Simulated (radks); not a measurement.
Results of a calculation; reference values are marked as such.
Problem. These are the eigenvalues of the occupied orbitals of an atom or ion with whole-number occupations (hartree). Code: a radial shooting solver on a logarithmic mesh with Libxc functionals. Model: scalar-relativistic Kohn-Sham, LDA (Slater exchange, Perdew-Wang correlation), spin-polarised, spherical densities, finite nucleus; Fermi nuclear charge, rms radius of each element as measured or else 0.836 A^(1/3) + 0.57 fm.

| orbital | eigenvalue |
|---|---|
| 1s up | -161.4121 |
| 1s down | -161.4107 |
| 2s up | -17.64319 |
| 2s down | -17.63269 |
| 2p up | -14.52144 |
| 2p down | -14.51295 |
| 3s up | -2.28365 |
| 3s down | -2.25136 |
| 3p up | -1.50653 |
| 3p down | -1.47329 |
| 3d up | -0.39116 |
| 4s up | -0.38232 |

Which element is it, and in what charge state? The configuration may be excited. Open shells, if any, are filled with parallel spins first.

Solution. Z = 21, scandium, charge +1: Sc+ in [Ar] 3d1 4s1. The list shows which subshells hold electrons but not how many an open one holds; the 1s level, -161.41 hartree, gives Z - s = 18.0 by -(Z - s)^2/2, which with screening and relativity narrows Z to a few neighbours, and the depths of the outer levels then fix element, charge and occupations together.
